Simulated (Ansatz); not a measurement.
Gas-phase electronic energies from Ansatz, PBE0-D4/def2-TZVP geometries. CCSD(T)/CBS adds triple-zeta CCSD(T) − MP2 to the extrapolated MP2 energy (def2 sets, frozen cores). This one scheme is used for every species. DFT in def2-TZVPP. B3LYP here is the variant with VWN-RPA as its local correlation; programs differ in this. HSE06 is defined as in plane-wave codes. One conformer a species, not always the lowest.

Reaction (hydrogenolysis of the Si–F bond): `C=C[SiH2]O[SiH2]F` + H₂ → `C=C[SiH2]O[SiH3]` + H–F

`C=C[SiH2]O[SiH2]F`:

Cartesian coordinates in Å:
```
C 1.166 -0.021 -2.011
C 0.301 0.943 -1.709
Si -0.537 1.069 -0.065
O -0.033 -0.187 0.866
Si -0.387 -1.273 2.008
F -0.382 -0.569 3.438
H 1.652 -0.080 -2.981
H 1.425 -0.794 -1.294
H 0.078 1.697 -2.464
H -0.190 2.345 0.612
H -2.017 1.006 -0.219
H -1.743 -1.827 1.801
H 0.667 -2.308 2.017
```

H₂:

Z-matrix (Å, degrees):
```
H
H 1 0.746
```

`C=C[SiH2]O[SiH3]`:

```xyz
13

C    -1.953   -0.753   -0.410
C    -1.695   -0.176    0.760
Si   -0.137    0.767    1.102
O     0.823    0.746   -0.222
Si    2.063    0.003   -0.982
H    -2.871   -1.305   -0.594
H    -1.255   -0.693   -1.240
H    -2.435   -0.266    1.556
H     0.585    0.159    2.255
H    -0.444    2.182    1.433
H     2.985    1.031   -1.522
H     2.798   -0.877   -0.035
H     1.536   -0.820   -2.101
```

H–F:

Cartesian coordinates in Å:
```
F 0.310 -0.328 -0.091
H -0.310 0.328 0.091
```

| level | ΔE (kJ/mol) | difference from CCSD(T)/CBS |
| --- | --- | --- |
| LDA (SPW92) | 129.7 | -4.9 |
| PBE-D4 | 128.5 | -6.1 |
| revPBE-D4 | 127.6 | -7.0 |
| BLYP-D4 | 137.8 | 3.2 |
| r2SCAN-D4 | 142.1 | 7.5 |
| B97M-V | 140.5 | 5.9 |
| PBE0-D4 | 127.3 | -7.3 |
| B3LYP-D4 | 136.8 | 2.2 |
| r2SCANh-D4 | 140.4 | 5.8 |
| r2SCAN0-D4 | 138.2 | 3.6 |
| HSE06-D4 | 127.0 | -7.6 |
| BHLYP-D4 | 138.3 | 3.7 |
| CAM-B3LYP-D4 | 139.3 | 4.7 |
| ωB97X-V | 135.5 | 0.9 |
| B2PLYP | 138.4 | 3.8 |
| PBE-QIDH | 131.8 | -2.8 |
| PBE | 128.3 | -6.3 |
| revPBE | 126.7 | -7.9 |
| BLYP | 137.3 | 2.7 |
| r2SCAN | 142.0 | 7.4 |
| B3LYP | 136.5 | 1.9 |
| r2SCANh | 140.4 | 5.8 |
| r2SCAN0 | 138.1 | 3.5 |
| BHLYP | 138.0 | 3.4 |
| CAM-B3LYP | 139.2 | 4.6 |
| LC-ωPBE | 131.1 | -3.5 |
| HF/def2-SVP | 119.3 | -15.3 |
| MP2/def2-SVP | 127.9 | -6.7 |
| CCSD/def2-SVP | 120.6 | -14.0 |
| CCSD(T)/def2-SVP | 121.6 | -13.0 |
| HF/def2-TZVPP | 136.3 | 1.7 |
| MP2/def2-TZVPP | 137.7 | 3.1 |
| SCS-MP2/def2-TZVPP | 137.2 | 2.6 |
| CCSD/def2-TZVPP | 132.2 | -2.4 |
| CCSD(T)/def2-TZVPP | 133.2 | -1.4 |
| HF/def2-QZVPP | 138.4 | 3.8 |
| MP2/def2-QZVPP | 139.2 | 4.6 |
| SCS-MP2/def2-QZVPP | 138.7 | 4.1 |
| MP2/CBS(def2) | 139.1 | 4.5 |
| CCSD/CBS(def2) | 133.6 | -1.0 |
| CCSD(T)/CBS | 134.6 | 0 |

Largest T1 diagnostic among the species: 0.012.

Leaving LDA and LC-ωPBE aside and taking each functional with its dispersion term where it has one, the values spread over 15.1 kJ/mol, from HSE06-D4 to r2SCAN-D4. From r2SCAN to r2SCAN0 (25 % exact exchange), in def2-TZVPP and without D4, ΔE moves by −3.9 kJ/mol.
